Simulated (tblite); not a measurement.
**Question.** Write a Z-matrix for `[SiH3]O/C=[C]/C1CC1` [radical] as optimised with GFN2-xTB. (Doublet state.)

**Answer.** 
Z-matrix in Å and degrees, rows numbered from 1:
```
Si
O   1  1.6296
C   2  1.3575  1  127.54
C   3  1.2983  2  126.22  1    -1.15
C   4  1.4184  3  146.44  2   176.19
C   5  1.5293  4  121.20  3   -41.61
C   6  1.4884  5   60.33  4  -108.13
H   1  1.4636  2  110.98  3    61.03
H   1  1.4645  2  110.89  3   -60.07
H   1  1.4550  2   98.84  3  -179.31
H   3  1.0977  2  110.06  1  -179.74
H   5  1.0855  4  114.51  3   105.43
H   6  1.0785  5  117.13  7   108.76
H   6  1.0793  5  116.98  7  -109.67
H   7  1.0792  5  117.14  6  -108.59
H   7  1.0794  5  117.63  6   109.46
```

The 3-membered ring C5–C6–C7 has internal angles of 58.5° to 61.2°. Si1 (silicon bonded to O and 3 H) is distorted tetrahedral (angles from 98.8° to 113.7°). C3 (carbon bonded to C, O and H) is planar (angles 126.2°, 123.7° and 110.1°, sum 360.0°, 0.01 Å off the plane of its three neighbours). C4 (carbon bonded to 2 C) is bent (angle 146.4°).

Structure optimised with GFN2-xTB, isolated species. This method treats the open shell by occupation alone, without spin polarisation.

Point group: C1 (no symmetry element, even within 0.4 Å). Its GFN2-xTB frequencies are all real (lowest 42 cm⁻¹). Torsions: Si1–O2–C3–C4 -1°, C3–C4–C5–C6 -42°.

One conformer stands for the species.

All values are computed, not measured.
